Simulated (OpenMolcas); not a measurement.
Er3+ among 8 point charges of -0.75 e arranged as a square antiprism (D4d), 2.38 Å from the ion, with a polar angle of 61.9° against the regular 57.3°.
```
   1.9394    0.8033    1.1216  -0.75
  -0.8033    1.9394    1.1216  -0.75
  -1.9394   -0.8033    1.1216  -0.75
   0.8033   -1.9394    1.1216  -0.75
   1.9394   -0.8033   -1.1216  -0.75
   0.8033    1.9394   -1.1216  -0.75
  -1.9394    0.8033   -1.1216  -0.75
  -0.8033   -1.9394   -1.1216  -0.75
```

- Program: OpenMolcas
- Method: CASSCF
- Basis: ANO-RCC-VTZP [8s7p5d3f2g1h]
- Scalar Hamiltonian: DKH2, point nucleus
- Active space: 11 electrons in 7 orbitals (4f)
- State averaging: 2S+1 = 4 odd, 35 roots (30 in the spin-orbit step); 2S+1 = 2 odd, 60 roots kept (CI in the orbitals of an earlier block)
- Spin-orbit coupling: RASSI with atomic mean-field integrals over the reference wave functions

(1) What is the spin-free ground state?

(2) Where is the first state of the same spin?

(3) What are the lowest two levels with spin-orbit coupling?

(4) What is χT at 300 K, and how does it compare with the textbook value?

Results:

(1) A state of multiplicity 4, 2-fold in its orbital part, 100 % from free-ion I terms; it has the highest spin that f11 allows.

(2) A 2-fold state lies at 112 cm-1 above the ground state.

(3) A 2-fold level with g = 0.00, 0.00, 17.96, then a 2-fold level 96.5 cm-1 above it. Their leading multiplicities are 4 (98 %) and 4 (98 %).

(4) Hund's rules give f11 the level 4I15/2 with g = 1.200, so an isolated free-ion multiplet has χT = g² J(J+1) / 8 = 11.475 cm3 K/mol. The computed 11.404 at 300 K differs by -1 %, through the field's splitting, the mixing of terms and any other multiplet in reach.

High states are left out of the spin-orbit mixing, which shifts the levels that they would mix with. Point charges carry no covalency, so the field is a model and not that of real ligands. An unlabelled pair can be two single states that coincide in this model. The first state left out of the spin-orbit step lies near 45000 cm-1 above the lowest spin-free state of the reference (among the parities and spins computed), and the lists stop at four fifths of that energy or lower. No measured value stands beside these numbers.
